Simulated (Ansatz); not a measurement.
Basis-set extrapolation for C$_{2}$H$_{6}$BFSi (`C=C(F)B[SiH3]`) (PBE0-D4/def2-TZVP geometry, frozen core, the Gaussian-basis code of Ansatz). Multiplicity 1, RHF reference.

```tsv
	def2-TZVPP	def2-QZVPP
HF	-492.326068	-492.343826
MP2 correlation	-0.786593	-0.846576
CCSD(T) correlation	-0.870085	not run
```

Energies in hartree. Use E(X) = E(∞) + A·exp(−7.88·√X) for Hartree–Fock and E(X) = E(∞) + B·X^(−2.97) for correlation, with X = 3 and 4, and add CCSD(T) minus MP2 of the smaller set to the MP2 limit.

Question: What is the CCSD(T) energy at the basis-set limit?

Answer: HF limit: -492.343826 + (-0.017758) × 0.13774 = -492.34627. MP2 limit: -0.846576 + (-0.059983) × 0.74074 = -0.89101. Higher-order term: -0.870085 − (-0.786593) = -0.08349. Total: -493.32077 hartree, 3.39 eV below CCSD(T)/def2-TZVPP.
